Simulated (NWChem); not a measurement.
Molecule: CH3FOTe; SMILES CO[Te]F

```xyz
7

Te     0.3144    -0.4756     0.0282
F     -1.5714    -0.9374    -0.0694
O      0.1573     1.3913    -0.5680
C     -0.3406     2.3558     0.3352
H      0.1985     2.3527     1.2990
H     -0.2043     3.3387    -0.1423
H     -1.4157     2.2095     0.5334
```
Atoms are numbered in this order, from 1.

All runs: NWChem. Coordinates come from a PBE0/def2-SVP (def2 core potentials past Kr) optimisation.

Q: What does the run give for PBE0/STO-3G (all-electron, non-relativistic)? Quantities: highest occupied level (eV); orbital gap (eV); dipole (D).

A: 
```
Item                         Result
---------------------------  ------
highest occupied level (eV)   -3.36
orbital gap (eV)               5.69
dipole (D)                     1.17
```
